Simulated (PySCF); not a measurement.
This PySCF input asks for the NMR shieldings of `C1(C(=C)C2=CC=CC=[O+]2)CC1`, [C₁₀H₁₁O]+; the geometry comes from GFN2-xTB.

```python
import basis_set_exchange as bse
import numpy as np
from pyscf import gto, dft
from pyscf.prop import nmr

atoms = """
C     0.743590    1.332776    1.703143
C     0.574637    0.369858    0.782120
C    -0.758654    0.048259    0.297630
C    -1.011640   -0.852776   -0.745606
C    -2.315560   -1.095924   -1.128710
C    -3.360024   -0.437713   -0.462588
C    -3.024507    0.428489    0.543429
O    -1.778202    0.651043    0.896366
C     1.701431   -0.420329    0.213875
C     2.236907   -0.085227   -1.155337
C     3.066407    0.180174    0.060029
H    -0.078873    1.906303    2.096056
H     1.722534    1.565804    2.083452
H    -0.183491   -1.332574   -1.240555
H    -2.533139   -1.783248   -1.932190
H    -4.391166   -0.600427   -0.727821
H    -3.742023    0.994031    1.124434
H     1.654639   -1.472226    0.473440
H     1.814483    0.764298   -1.670340
H     2.516213   -0.896260   -1.809603
H     3.218056    1.207840    0.348116
H     3.917971   -0.452786    0.249810
"""
names = dict.fromkeys(["C", "O", "H"], "pcSseg-1")
basis = {el: gto.basis.parse(bse.get_basis(n, elements=[el], fmt="nwchem")) for el, n in names.items()}
mol = gto.M(atom=atoms, basis=basis, charge=1, verbose=0)
mf = dft.RKS(mol, xc="PBE0")
mf.grids.level = 2
mf.grids.alignment = dft.numint.BLKSIZE   # the property module wants whole blocks of grid points
mf.conv_tol = 1e-9
mf.kernel()

calc = nmr.RKS(mf)   # GIAO
C = mf.mo_coeff
Co = C[:, mf.mo_occ > 0]
resp = mf.gen_response(singlet=True, hermi=2)
def vind(x):   # induced exchange potential for any number of trial vectors
    d = np.einsum("pi,xij,qj->xpq", C, 2 * x.reshape(-1, C.shape[1], Co.shape[1]), Co, optimize=True)
    return np.einsum("xpq,pi,qj->xij", resp(d - d.transpose(0, 2, 1)), C, Co, optimize=True).ravel()
mo1, _ = nmr.rhf.solve_mo1(calc, with_cphf=vind)
sigma = calc.kernel(mo1)
for i, s in enumerate(sigma):   # ppm
    w = np.linalg.eigvalsh((s + s.T) / 2)
    print("%2d %-2s iso %8.1f  s11 %8.1f  s22 %8.1f  s33 %8.1f" % (i, mol.atom_pure_symbol(i), w.mean(), *w))
```

Q: Give the expected output.

A: 
```
 0 C  iso     32.7  s11    -84.4  s22     13.7  s33    168.7
 1 C  iso     38.6  s11    -69.1  s22     41.5  s33    143.4
 2 C  iso      5.8  s11    -89.0  s22     -5.8  s33    112.1
 3 C  iso     56.1  s11    -49.3  s22     39.9  s33    177.7
 4 C  iso     21.7  s11   -100.8  s22    -19.8  s33    185.7
 5 C  iso     56.4  s11    -55.7  s22     44.7  s33    180.3
 6 C  iso     17.9  s11    -88.1  s22     19.8  s33    122.0
 7 O  iso     14.4  s11   -187.1  s22   -127.1  s33    357.3
 8 C  iso    170.6  s11    142.6  s22    156.4  s33    212.8
 9 C  iso    176.5  s11    145.5  s22    176.1  s33    208.0
10 C  iso    178.7  s11    148.4  s22    179.6  s33    208.2
11 H  iso     23.7  s11     20.5  s22     22.0  s33     28.5
12 H  iso     24.3  s11     20.2  s22     22.3  s33     30.4
13 H  iso     22.8  s11     17.7  s22     20.2  s33     30.5
14 H  iso     22.5  s11     19.9  s22     21.2  s33     26.4
15 H  iso     23.4  s11     21.0  s22     23.4  s33     25.9
16 H  iso     22.6  s11     18.2  s22     23.9  s33     25.6
17 H  iso     30.0  s11     23.9  s22     27.2  s33     38.9
18 H  iso     31.3  s11     27.1  s22     28.0  s33     38.8
19 H  iso     30.4  s11     24.9  s22     26.0  s33     40.3
20 H  iso     30.5  s11     24.8  s22     27.6  s33     39.1
21 H  iso     30.1  s11     24.1  s22     25.8  s33     40.5
```

These numbers come from an equivalent density-fitted implementation of the same equations, which agrees with the script to about 0.01 ppm for H and up to a few tenths of a ppm for heavy atoms, so last digits may differ.

Q: Turn these shieldings into chemical shifts. δ = σ(ref) − σ, references computed at the same level: 13C (σref 186.93) and 1H (σref 31.72) vs TMS; 17O (σref 336.08) against H2O.

A: Averaging equivalent atoms: C 2: 181.2; C 6: 169.0; C 4: 165.2; C 0: 154.3; C 1: 148.4; C 3: 130.8; C 5: 130.5; C 8: 16.3; C 9/10: 9.3; O 7: 321.7; H 14: 9.22; H 16: 9.16; H 13: 8.92; H 15: 8.28; H 11: 8.05; H 12: 7.41; H 17: 1.70; H 19/21: 1.46; H 18/20: 0.84 ppm. Unscaled 17O shifts of doubly bonded oxygen tend to come out too high, by tens of ppm or more. Experimental scales use liquid or dissolved standards, which lie at an offset from isolated H2O (liquid H2O: subtract about 36 ppm).

Size and cost of the density-fitted run: 242 basis functions, 60 s wall time on 1 thread of an Arm Neoverse V2, shared host; peak memory 1.1 GiB.
